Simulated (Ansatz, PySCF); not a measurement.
Constitutional and geometric isomers with formula CH2B2. Gas-phase values, no solvent. Strings in code marks are SMILES.

Quantity: electronic energy of isomers of CH2B2 relative to `B=C=B`, in kcal/mol. The restricted reference of `B1=CB1` is unstable towards unrestricted orbitals.

Level 1: frozen-core CCSD(T)/6-31g // PBE0-D3(BJ)/def2-TZVP (Ansatz, a program for electronic structure)
Level 2: B3LYP/cc-pVTZ // PBE0-D3(BJ)/def2-TZVP (Ansatz)
Level 3: PBE-D3(BJ)/def2-TZVP // PBE0-D3(BJ)/def2-TZVP (PySCF)
Level 4: B3LYP/3-21G // PBE0-D3(BJ)/def2-TZVP (PySCF)

| species | level 1 | level 2 | level 3 | level 4 |
|---|---|---|---|---|
| `B1=CB1` | 28.1 | 26.7 | 21.1 | 35.4 |
